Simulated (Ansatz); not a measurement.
Total energies of Cu2H⁺ from Ansatz at PBE0-D4/def2-TZVP, gas phase (1 Eh = 27.2114 eV = 2625.5 kJ/mol). The reference geometry is relaxed at PBE-D4/def2-TZVP.

```tsv
atom	x (Å)	y (Å)	z (Å)
Cu1	-0.182	0.918	0.835
Cu2	-0.078	-1.219	-0.284
H3	0.260	0.301	-0.551
```

```json
{"state": "charge 1 singlet", "geometry": "reference", "energy (Eh)": "-3280.89754"}
{"state": "charge 0 doublet", "geometry": "reference", "energy (Eh)": "-3281.11385"}
{"state": "charge 1 triplet", "geometry": "relaxed at PBE-D4/def2-TZVP", "energy (Eh)": "-3280.79162"}
{"state": "charge 1 quintet", "geometry": "relaxed at PBE-D4/def2-TZVP", "energy (Eh)": "-3280.65746"}
```

**Question.** Work out the vertical electron affinity, to the doublet.

**Answer.** E(charge 1 singlet) − E(charge 0 doublet) = -3280.89754 − (-3281.11385) = 0.21631 Eh = 5.89 eV.

**Question.** Which of the charge 1 states is lowest, and how far above it are the others?

**Answer.** The singlet. triplet: -3280.79162 − (-3280.89754) = 0.10592 Eh = 278.1 kJ/mol; quintet: -3280.65746 − (-3280.89754) = 0.24008 Eh = 630.3 kJ/mol. The triplet differs in its bonds from the reference. The quintet differs in its bonds from the reference.

The structure comes from a short search, and lower isomers may exist.
